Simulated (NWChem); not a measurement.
System: ScCl₂, doublet; SMILES [Cl][Sc][Cl]

NWChem printed, in part:

```
             Northwest Computational Chemistry Package (NWChem) 7.3.0
             --------------------------------------------------------

 C2V symmetry detected

                             Geometry "geometry" -> ""
                             -------------------------

 Output coordinates in angstroms (scale by  1.889725989 to convert to a.u.)

  No.       Tag          Charge          X              Y              Z
 ---- ---------------- ---------- -------------- -------------- --------------
    1 Sc                  21.0000     0.00000000     0.00000000     0.64225344
    2 Cl                  17.0000    -2.01314750     0.00000000    -0.39668595
    3 Cl                  17.0000     2.01314750    -0.00000000    -0.39668595

 Effective nuclear repulsion energy (a.u.)     204.7654373387

      Symmetry information
      --------------------

 Group name             C2v
 Group number             16
 Group order               4
 No. of unique centers     2

                                 NWChem DFT Module
                                 -----------------

 Summary of "ao basis" -> "ao basis" (spherical)
 ------------------------------------------------------------------------------
       Tag                 Description            Shells   Functions and Types
 ---------------- ------------------------------  ------  ---------------------
 Sc                         def2-svp                11       31   5s3p2d1f
 Cl                         def2-svp                 8       18   4s3p1d

      Symmetry analysis of basis
      --------------------------

        a1         27
        a2          8
        b1         20
        b2         12

            General Information
            -------------------
          SCF calculation type: DFT
          Wavefunction type:  spin polarized.
          No. of atoms     :     3
          No. of electrons :    55
           Alpha electrons :    28
            Beta electrons :    27
          Charge           :     0
          Spin multiplicity:     2
          Use of symmetry is: on ; symmetry adaption is: on
          Maximum number of iterations: 150
          AO basis - number of functions:    67
                     number of shells:    27
          Convergence on energy requested:  1.00D-06
          Convergence on density requested:  1.00D-05
          Convergence on gradient requested:  5.00D-04

              XC Information
              --------------
                     Hartree-Fock (Exact) Exchange  1.000
                   CAM-Becke88 Exchange Functional  1.000
              Lee-Yang-Parr Correlation Functional  1.000

           Range-Separation Parameters
           ---------------------------
           Alpha           :  0.00
           Beta            :  1.00
           Gamma           :  0.33
           Short-Range HF  :     F

             Grid Information
             ----------------
          Grid used for XC integration:  medium
          Radial quadrature: Mura-Knowles
          Angular quadrature: Lebedev.
          Tag              B.-S. Rad. Rad. Pts. Rad. Cut. Ang. Pts.
          ---              ---------- --------- --------- ---------
          Sc                  1.60      112          10.0       590
          Cl                  1.00       88          10.0       590
          Grid pruning is: on
          Number of quadrature shells:   200
          Spatial weights used:  Erf1

      Superposition of Atomic Density Guess
      -------------------------------------

 Sum of atomic energies:       -1678.27891298

      Non-variational initial energy
      ------------------------------

 Total energy =   -1678.339542
 1-e energy   =   -2717.965471
 2-e energy   =     834.860492
 HOMO         =      -0.107680
 LUMO         =       0.102649

   Symmetry analysis of molecular orbitals - initial alpha
   -------------------------------------------------------

  Numbering of irreducible representations:

     1 a1          2 a2          3 b1          4 b2

  Orbital symmetries:

     1 a1          2 a1          3 b1          4 a1          5 b1
     6 a1          7 b2          8 a1          9 b1         10 a1
    11 b1         12 a1         13 b2         14 a2         15 b1
    16 a1         17 b1         18 a1         19 b2         20 a1
    21 b1         22 a1         23 a1         24 b1         25 a2
    26 b2         27 b1         28 a1         29 a1         30 b2
    31 a1         32 b1         33 a2         34 b2         35 a1
    36 a1         37 b1         38 b2

   Symmetry analysis of molecular orbitals - initial beta
   ------------------------------------------------------

  Numbering of irreducible representations:

     1 a1          2 a2          3 b1          4 b2

  Orbital symmetries:

     1 a1          2 a1          3 b1          4 a1          5 b1
     6 a1          7 b2          8 a1          9 b1         10 a1
    11 b1         12 a1         13 b2         14 a2         15 b1
    16 a1         17 b1         18 a1         19 b2         20 a1
    21 b1         22 a1         23 a1         24 b1         25 a2
    26 b2         27 b1         28 a1         29 a1         30 b2
    31 a1         32 b1         33 a2         34 b2         35 a1
    36 a1         37 b1         38 b2

     ---------------------------------------------
      Total Density - Mulliken Population Analysis
     ---------------------------------------------

    Atom       Charge   Shell Charges
 -----------   ------   -------------------------------------------------------
    1 Sc  21    19.73   2.00  2.00  2.00  0.65  0.44  6.00  5.99  0.23  0.13  0.24  0.04
    2 Cl  17    17.63   2.00  1.99  1.24  0.70  5.95  2.26  3.48  0.01
    3 Cl  17    17.63   2.00  1.99  1.24  0.70  5.95  2.26  3.48  0.01

     --------------------------------------------
      Spin Density - Mulliken Population Analysis
     --------------------------------------------

    Atom       Charge   Shell Charges
 -----------   ------   -------------------------------------------------------
    1 Sc  21     0.96   0.00  0.00 -0.00  0.37  0.46  0.00  0.00  0.04  0.03  0.06  0.00
    2 Cl  17     0.02   0.00  0.00  0.01 -0.01  0.00  0.01  0.00  0.00
    3 Cl  17     0.02   0.00  0.00  0.01 -0.01  0.00  0.01  0.00  0.00

   convergence    iter        energy       DeltaE   RMS-Dens  Diis-err
 ---------------- ----- ----------------- --------- --------- ---------
 d= 0,ls=0.0,diis     1  -1679.9076787342 -1.88D+03  2.18D-02  2.19D-01
                                                     1.50D-02  1.91D-01
 d= 0,ls=0.0,diis     2  -1679.5136615125  3.94D-01  1.00D-02  1.15D+00
                                                     8.64D-03  1.14D+00
 d= 0,ls=0.0,diis     3  -1680.1108413006 -5.97D-01  2.69D-03  4.46D-03
                                                     1.01D-03  3.83D-03
 d= 0,ls=0.0,diis     4  -1680.1173691973 -6.53D-03  1.47D-03  8.57D-04
                                                     5.18D-04  5.87D-04
 d= 0,ls=0.0,diis     5  -1680.1194031473 -2.03D-03  1.57D-03  2.63D-04
                                                     3.95D-04  1.02D-04
  Resetting Diis
 d= 0,ls=0.0,diis     6  -1680.1204802170 -1.08D-03  6.28D-04  3.88D-05
                                                     1.48D-04  1.81D-05
 d= 0,ls=0.0,diis     7  -1680.1206621016 -1.82D-04  2.03D-04  1.22D-05
                                                     3.70D-05  2.68D-06
 d= 0,ls=0.0,diis     8  -1680.1207020348 -3.99D-05  1.62D-04  9.40D-06
                                                     2.40D-05  1.47D-06
 d= 0,ls=0.0,diis     9  -1680.1207335641 -3.15D-05  3.69D-04  7.68D-06
                                                     4.39D-05  1.01D-06
 d= 0,ls=0.0,diis    10  -1680.1207967551 -6.32D-05  2.54D-04  5.75D-06
                                                     2.11D-05  4.75D-07
 d= 0,ls=0.0,diis    11  -1680.1208364402 -3.97D-05  1.06D-03  4.75D-06
                                                     8.30D-05  4.11D-07
 d= 0,ls=0.0,diis    12  -1680.1209554993 -1.19D-04  4.25D-04  1.67D-06
                                                     2.69D-05  2.35D-07
 d= 0,ls=0.0,diis    13  -1680.1209826333 -2.71D-05  5.02D-04  5.38D-07
                                                     3.20D-05  5.78D-08
 d= 0,ls=0.0,diis    14  -1680.1209962605 -1.36D-05  8.66D-05  1.33D-07
                                                     6.16D-06  6.09D-08
 d= 0,ls=0.0,diis    15  -1680.1209968524 -5.92D-07  2.58D-05  4.44D-09
                                                     1.87D-06  1.60D-09
 d= 0,ls=0.0,diis    16  -1680.1209968841 -3.17D-08  1.24D-06  6.83D-10
                                                     5.38D-07  5.43D-10

         Total DFT energy =    -1680.120996884055
      One electron energy =    -2720.929995198367
           Coulomb energy =      930.894298047930
    Exchange-Corr. energy =      -94.850737072312
 Nuclear repulsion energy =      204.765437338694

 Numeric. integr. density =       55.000000134096

                  Occupations of the irreducible representations
                  ----------------------------------------------

                     irrep           alpha         beta
                     --------     --------     --------
                     a1               13.0         12.0
                     a2                2.0          2.0
                     b1                9.0          9.0
                     b2                4.0          4.0

                    DFT Final Alpha Molecular Orbital Analysis
                    ------------------------------------------

 Vector   26  Occ=1.000000D+00  E=-4.074413D-01  Symmetry=b2
              MO Center= -1.4D-12, -8.6D-17, -3.4D-01, r^2= 4.9D+00
   Bfn.  Coefficient  Atom+Function         Bfn.  Coefficient  Atom+Function
  ----- ------------  ---------------      ----- ------------  ---------------
    43      0.425391  2 Cl py                61      0.425391  3 Cl py
    40      0.324607  2 Cl py                58      0.324607  3 Cl py
    37      0.189937  2 Cl py                55      0.189937  3 Cl py
    13      0.159543  1 Sc py                10     -0.113221  1 Sc py
    16     -0.075866  1 Sc d -1              21     -0.058008  1 Sc d -1

 Vector   27  Occ=1.000000D+00  E=-4.004837D-01  Symmetry=b1
              MO Center= -1.9D-13,  1.2D-16, -3.2D-01, r^2= 5.1D+00
   Bfn.  Coefficient  Atom+Function         Bfn.  Coefficient  Atom+Function
  ----- ------------  ---------------      ----- ------------  ---------------
    44      0.431444  2 Cl pz                62     -0.431444  3 Cl pz
    41      0.326825  2 Cl pz                59     -0.326825  3 Cl pz
    38      0.191311  2 Cl pz                56     -0.191311  3 Cl pz
    12     -0.145033  1 Sc px                 9      0.124849  1 Sc px
    42     -0.086437  2 Cl px                60     -0.086437  3 Cl px

 Vector   28  Occ=1.000000D+00  E=-2.743832D-01  Symmetry=a1
              MO Center=  1.3D-14, -4.9D-17,  9.0D-01, r^2= 2.5D+00
   Bfn.  Coefficient  Atom+Function         Bfn.  Coefficient  Atom+Function
  ----- ------------  ---------------      ----- ------------  ---------------
     4      0.698898  1 Sc s                 19     -0.564380  1 Sc d  2
     3     -0.351550  1 Sc s                 24     -0.286458  1 Sc d  2
    14      0.186905  1 Sc pz                11     -0.072063  1 Sc pz
     2      0.068484  1 Sc s                 44      0.064741  2 Cl pz
    62      0.064741  3 Cl pz                34     -0.036936  2 Cl s

 Vector   29  Occ=0.000000D+00  E=-8.945165D-03  Symmetry=a1
              MO Center=  5.6D-15,  6.6D-15,  1.2D+00, r^2= 2.6D+00
   Bfn.  Coefficient  Atom+Function         Bfn.  Coefficient  Atom+Function
  ----- ------------  ---------------      ----- ------------  ---------------
    17      0.567851  1 Sc d  0               5      0.391570  1 Sc s
    14      0.368803  1 Sc pz                22      0.346191  1 Sc d  0
    19      0.291336  1 Sc d  2              11     -0.157485  1 Sc pz
    24      0.125048  1 Sc d  2               3     -0.093849  1 Sc s
     8      0.046003  1 Sc pz                39     -0.042958  2 Cl px

 Vector   30  Occ=0.000000D+00  E= 1.760124D-03  Symmetry=b2
              MO Center=  3.8D-15, -1.6D-14,  8.3D-01, r^2= 1.4D+00
   Bfn.  Coefficient  Atom+Function         Bfn.  Coefficient  Atom+Function
  ----- ------------  ---------------      ----- ------------  ---------------
    16      0.718879  1 Sc d -1              21      0.420396  1 Sc d -1
    13      0.267091  1 Sc py                10     -0.112477  1 Sc py
    43      0.048380  2 Cl py                61      0.048380  3 Cl py
     7      0.032916  1 Sc py                40      0.031876  2 Cl py
    58      0.031876  3 Cl py

 Vector   31  Occ=0.000000D+00  E= 2.281753D-02  Symmetry=b1
              MO Center=  3.9D-14,  2.1D-14,  7.9D-01, r^2= 2.2D+00
   Bfn.  Coefficient  Atom+Function         Bfn.  Coefficient  Atom+Function
  ----- ------------  ---------------      ----- ------------  ---------------
    18      0.681662  1 Sc d  1              12     -0.455139  1 Sc px
    23      0.357331  1 Sc d  1               9      0.197572  1 Sc px
    42      0.172864  2 Cl px                60      0.172864  3 Cl px
    44     -0.104892  2 Cl pz                62      0.104892  3 Cl pz
    39      0.103528  2 Cl px                57      0.103528  3 Cl px

                     DFT Final Beta Molecular Orbital Analysis
                     -----------------------------------------

 Vector   25  Occ=1.000000D+00  E=-4.108140D-01  Symmetry=a2
              MO Center=  5.5D-13, -4.7D-16, -3.1D-01, r^2= 4.8D+00
   Bfn.  Coefficient  Atom+Function         Bfn.  Coefficient  Atom+Function
  ----- ------------  ---------------      ----- ------------  ---------------
    43      0.428599  2 Cl py                61     -0.428599  3 Cl py
    40      0.323613  2 Cl py                58     -0.323613  3 Cl py
    37      0.189776  2 Cl py                55     -0.189776  3 Cl py
    15     -0.132748  1 Sc d -2              20     -0.115182  1 Sc d -2

 Vector   26  Occ=1.000000D+00  E=-4.071598D-01  Symmetry=b2
              MO Center= -5.6D-13, -6.0D-16, -3.5D-01, r^2= 4.9D+00
   Bfn.  Coefficient  Atom+Function         Bfn.  Coefficient  Atom+Function
  ----- ------------  ---------------      ----- ------------  ---------------
    43      0.428738  2 Cl py                61      0.428738  3 Cl py
    40      0.326894  2 Cl py                58      0.326894  3 Cl py
    37      0.191144  2 Cl py                55      0.191144  3 Cl py
    13      0.142931  1 Sc py                10     -0.105869  1 Sc py
    16     -0.072010  1 Sc d -1              21     -0.056642  1 Sc d -1

 Vector   27  Occ=1.000000D+00  E=-4.007579D-01  Symmetry=b1
              MO Center= -1.8D-13, -1.5D-16, -3.3D-01, r^2= 5.1D+00
   Bfn.  Coefficient  Atom+Function         Bfn.  Coefficient  Atom+Function
  ----- ------------  ---------------      ----- ------------  ---------------
    44      0.431891  2 Cl pz                62     -0.431891  3 Cl pz
    41      0.327275  2 Cl pz                59     -0.327275  3 Cl pz
    38      0.191461  2 Cl pz                56     -0.191461  3 Cl pz
    12     -0.136955  1 Sc px                 9      0.123419  1 Sc px
    42     -0.088820  2 Cl px                60     -0.088820  3 Cl px

[...]
```

Level: LC-BLYP (range parameter 0.33 per bohr)/def2-SVP, spin-unrestricted. Structure relaxed at the PBE-D3(BJ)/def2-SVP, spin-unrestricted level. The spin multiplicity was typed, not searched, and may not be the lowest. No stability test was run on the SCF state.

**Question.** Reconstruct the input file.

**Answer.** This is not unique; one that fits is the input that was run:
```
start job
memory heap 200 mb stack 700 mb global 900 mb
geometry units angstroms noautoz
  Sc     0.217143    -0.000003     0.631041
  Cl    -0.120905     2.013149    -0.351363
  Cl    -0.120905    -2.013146    -0.351364
end
basis spherical
  Sc library def2-svp
  Cl library def2-svp
end
dft
  odft
  mult 2
  xc xcamb88 1.00 lyp 1.0 hfexch 1.00
  cam 0.33 cam_alpha 0.0 cam_beta 1.0
  iterations 150
  mulliken
end
task dft energy
```
